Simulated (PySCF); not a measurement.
## Relaxation of doublet [TeS3]-

All numbers come from UPBE0 in PySCF with Te def2-SVPD with ECP28, S def2-SVPD; scalar-relativistic core potentials, no spin–orbit coupling; density-fitted integrals. A (50,194) grid was used.

A start displaced from a saddle point along its imaginary mode, with no symmetry imposed:

```xyz
4
charge -1 multiplicity 2, angstrom
Te    0.0081    0.0855   -0.4322
S     2.1182   -0.2498    0.5747
S    -1.1916    1.7730    0.4942
S    -0.9596   -1.8707    0.6871
```

Optimiser trace:
```
step  E − E(last) (kJ/mol)  largest gradient (Eh/bohr)
   0                 16.94                     0.01337
   1                 10.26                     0.00825
   2                  1.91                     0.01254
   3                  0.50                     0.00616
   4                  0.02                     0.00056
   5                  0.00                     0.00023
   6                  0.00                     0.00010
```

It ends at Cs with Te–S 2.298 Å, Te–S 2.386 Å (×2); S–Te–S 78.5°, S–Te–S 111.6° (×2) (after a last refinement on a finer grid). The frequency run here used a shortcut that can spoil soft modes, so no verdict on minimum or saddle point is given. Other isomers or separated fragments may lie lower.

With an element this heavy the missing spin–orbit coupling can shift these numbers.

The relaxation took roughly 90 core-seconds on a shared host.
